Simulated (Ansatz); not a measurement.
`[CH3][Cd][F]` + H–F → `[F][Cd][F]` + CH₄ at 298.15 K and 1 bar (ligand exchange at a Cd–C bond).

Computed with Ansatz on PBE0-D4/def2-TZVP structures; ΔE is electronic, products minus reactants. CCSD(T)/CBS adds triple-zeta CCSD(T) − MP2 to the extrapolated MP2 energy (def2 sets, frozen cores). This one scheme is used for every species. Elements past krypton have def2 core potentials. For Cd outer-core shells are correlated without core-valence functions, which leaves a few kJ/mol of doubt a bond.

```tsv
species	CCSD(T)/CBS energy (Eh)	H − E (kJ/mol)	S (J/(mol·K))
`[CH3][Cd][F]`	-307.37791	112.8	288.0
H–F	-100.39570	33.5	173.6
`[F][Cd][F]`	-367.32284	21.8	263.5
CH₄	-40.46206	127.4	186.2
```

H − E and S are ideal-gas, rigid-rotor, harmonic terms from PBE0-D4/def2-TZVP. 1 Eh = 2625.50 kJ/mol, R = 8.31446 J/(mol·K).

Task: By hand: ΔE, ΔH, ΔS and ΔG.

Result: ΔE = (-367.32284) + (-40.46206) − (-307.37791) − (-100.39570) = -0.01129 Eh = -29.6 kJ/mol. Δ(H − E) = 21.8 + 127.4 − 112.8 − 33.5 = 2.9, so ΔH = -26.7 kJ/mol. ΔS = 263.5 + 186.2 − 288.0 − 173.6 = -11.9 J/(mol·K). ΔG = -26.7 − 298.15 × (-11.9)/1000 = -23.2 kJ/mol.

Task: By hand: the equilibrium constant, and the temperature at which ΔG would vanish if ΔH and ΔS stayed fixed.

Result: log₁₀ K = −ΔG/(RT ln 10) = 4.1. ΔG = 0 at ΔH/ΔS = 2244 K, though so small a ΔS makes that figure unsure.

The number of gas molecules stays the same, so ΔS is small and ΔH decides. A doubt of 5 kJ/mol in ΔE shifts log₁₀ K by 0.9 here. These are equilibria of isolated gas molecules and say nothing of rates. Largest T1 diagnostic: 0.018 (customary marks: 0.02 for closed shells, 0.045 for open ones).
